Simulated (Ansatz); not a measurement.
A CCSD(T) single point on H4SiTe, SMILES `[SiH3][TeH]`.

```yaml
crystal:
  periodic: [false, false, false]
  atoms:
    - {symbol: Si, position_ang: [-0.296639, -0.269713, -0.519724]}
    - {symbol: Te, position_ang: [-0.105863, 0.800156, 1.725019]}
    - {symbol: H, position_ang: [0.381134, -1.589529, -0.550908]}
    - {symbol: H, position_ang: [-1.754095, -0.446444, -0.735944]}
    - {symbol: H, position_ang: [0.269404, 0.597635, -1.582499]}
    - {symbol: H, position_ang: [1.548059, 0.843895, 1.617857]}
basis:
  gaussian: {orbitals: def2-TZVPP}
correlation: {method: ccsd_t}
output: {orbitals: {seedname: orbitals}}
```

```sh
$ ansatz run in.yaml --threads 2 --pin off --events-out ev --progress --plain
```

Log, shortened:

```
Functional definition: HF
1015 factors; integrals over basis functions are off by at most 1.2e-3 eV
mean field evaluation 1: about -15190.6312 eV, gradient 1.2e1 eV
mean field evaluation 2: about -15190.7722 eV, gradient 1.2e1 eV
mean field evaluation 4: about -15191.6758 eV, gradient 2.6e0 eV
mean field evaluation 8: about -15191.6928 eV, gradient 1.1e-1 eV
mean field -15191.69291151 eV, -558.2844171989 hartree, gradient 3.8e-6 eV, S^2 0.000000; 0 other end points of the search recorded, 0 dependent functions left out
9 core orbitals not correlated: weight in the atoms' cores, before any rotation towards them, 1.000 or more for the frozen orbitals, at most 0.000 for the correlated occupied ones
reference -15191.69291151 eV, -558.2844171989 hartree; 12, 12 occupied and 127, 127 virtual orbitals, 1015 factors
second order -16.33698080 eV of doubles, -0.00000000 eV of singles
cycle   1  -15.97938767 eV  change    3.6e-1 eV  update   8.7e-2
cycle   2  -16.45251244 eV  change   -4.7e-1 eV  update   2.5e-2
cycle   3  -16.48454518 eV  change   -3.2e-2 eV  update   1.0e-2
cycle   4  -16.47187604 eV  change    1.3e-2 eV  update   2.7e-3
cycle   5  -16.47352797 eV  change   -1.7e-3 eV  update   1.0e-3
cycle   6  -16.47361174 eV  change   -8.4e-5 eV  update   2.9e-4
cycle   7  -16.47335163 eV  change    2.6e-4 eV  update   8.8e-5
cycle   8  -16.47338904 eV  change   -3.7e-5 eV  update   3.0e-5
cycle   9  -16.47341017 eV  change   -2.1e-5 eV  update   8.7e-6
perturbative correction -0.42153554 eV, -0.0154911454 hartree
Total energy: -15208.58785723 eV, -558.9052950020 hartree
```

Run time 27 s (2 threads of a server CPU on a shared host); peak host memory 0.99 GiB.

MP2 recovers 96.7 % of the CCSD(T) correlation energy and the triples give 2.5 %; T1 = 0.0106.
